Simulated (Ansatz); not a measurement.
This geometry of GeH8SeSi2 (12 atoms, charge 0, multiplicity 1) is a first-order saddle point.

Level of theory: RKS PBE-D4/def2-SVP in Ansatz 0.2.0.

```xyz
12
Properties=species:S:1:pos:R:3
Si -0.407 1.727 0.000
Si -0.451 0.055 1.659
Se 0.303 -2.039 1.023
Ge 0.754 -1.671 -1.284
H 0.977 1.899 -0.564
H -0.836 3.020 0.644
H -1.356 1.405 -1.121
H 0.391 0.515 2.821
H -1.866 -0.078 2.161
H 1.915 -0.660 -1.470
H 1.165 -3.067 -1.812
H -0.511 -1.162 -2.023
```

**Question.** Which two structures does it join? (They come from a converged band through this point; their orientation in space is the band's.)

**Answer.** No bond is made or broken. The dihedral Si1–Si2–Se3–Ge4 goes from -73 to 81°.

Initial state:

```xyz
12
Properties=species:S:1:pos:R:3
Si -0.078 2.087 0.181
Si -0.329 0.109 1.432
Se 1.310 -1.426 0.889
Ge 0.400 -1.974 -1.243
H 1.275 2.683 0.463
H -1.143 3.090 0.541
H -0.181 1.788 -1.290
H -0.149 0.389 2.901
H -1.698 -0.488 1.216
H 0.466 -0.754 -2.199
H 1.278 -3.130 -1.781
H -1.074 -2.429 -1.077
```

Final state:

```xyz
12
Properties=species:S:1:pos:R:3
Si -0.442 2.099 0.058
Si -0.741 0.071 1.212
Se -1.314 -1.584 -0.298
Ge 0.932 -1.960 -0.999
H 0.611 1.926 -1.002
H -0.021 3.215 0.979
H -1.742 2.473 -0.602
H 0.505 -0.325 1.966
H -1.884 0.173 2.186
H 1.731 -2.644 0.141
H 0.838 -2.886 -2.236
H 1.604 -0.613 -1.373
```

**Question.** How far does it lie above each of them?

**Answer.** 0.067 eV above the first and 0.067 eV above the second. This is the barrier of this one path; another mechanism may lie lower.

Run time: 7 min on 2 threads of Arm Neoverse V2 (shared host), peak memory 0.22 GiB.
